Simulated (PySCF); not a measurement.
## Copper: a sound run and one with changed settings

Sound run: Cu [Ar] 3d10 4s1, Cu⁺ [Ar] 3d10. All numbers are calculated (PySCF 2.14, scalar relativity by spin-free X2C-1e, in cc-pVTZ-DK (7s6p4d2f1g, 68 functions)). In the sound run the correlated levels freeze [Ar]. The sound run starts from symmetry-adapted Hartree-Fock orbitals and uses a fine grid where one is needed.

Changed run: all electrons correlated in a basis built for the valence shell.

```csv
species,method,sound run (hartree),changed run (hartree),converged
Cu,MP2,-1653.65629,-1654.10369,yes
Cu⁺,MP2,-1653.38158,-1653.82596,yes
```

Ionisation energy of Cu:

```
 method  sound run (eV)  changed run (eV)
    UHF           6.574             6.574
    MP2           7.475             7.557
SCS-MP2           7.326             7.377
```

A valence basis has no tight correlating functions, so it recovers only part of the core correlation, and not evenly between atom and ion.

For comparison, NIST gives 7.726 eV between the lowest levels.
